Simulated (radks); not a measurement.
Problem. All-electron atom: Os6+ in [Kr] 4d10 4f14 5s1 5p6 5d3 (not the ground configuration). Calculated with a radial shooting solver on a logarithmic mesh with Libxc functionals: scalar-relativistic Kohn-Sham, r2SCAN, spin-polarised, spherical densities, finite nucleus; open shells are filled with parallel spins first (spin-orbit coupling, left out, can overturn this in heavy ions); meta-GGA in the generalised Kohn-Sham scheme; Fermi nuclear charge, rms radius 5.4126 fm. Some entries of the table are withheld. Estimate them.

orbital  occ.  eigenvalue (eV)  r(max) (bohr)  <r^2> (bohr^2)
1s up       1        -74029.04        0.01103       0.0004336
1s down     1        -74028.88        0.01103       0.0004336
2s up       1        -12991.06        0.06337        0.006641
2s down     1        -12990.56        0.06337        0.006641
2p up       3        -11321.78        0.05219        0.005533
2p down     3        -11321.35        0.05219        0.005533
3s up       1        -3098.755         0.1786         0.04291
3s down     1        -3098.616         0.1786         0.04290
3p up       3        -2606.342         0.1772         0.04383
3p down     3        -2606.159         0.1772         0.04382
3d up       5        -2055.029         0.1446         0.03638
3d down     5        -2054.671         0.1446         0.03638
4s up       1        -727.1477         0.4048          0.2103
4s down     1        -726.5279         0.4049          0.2104
4p up       3        -564.8968         0.4249          0.2396
4p down     3        -564.3072         0.4251          0.2393
4d up       5        -362.3512         0.4346          0.2764
4d down     5        -361.6132         0.4347          0.2753
5s up       1        -176.8104         0.9090           1.094
5s down     0        -172.0681         0.9055           1.085
4f up       7        -137.4785         0.4065          0.3727
4f down     7        -136.3451         0.4062          0.3647
5p up       3        -133.6252            (1)           1.401
5p down     3        -128.6246            (2)           1.394
5d up       3         -80.9447          1.231           2.199
5d down     0         -75.9656          1.224           2.221

Solution. 
(1) 5p up r(max) (bohr): 1.014
(2) 5p down r(max) (bohr): 1.011
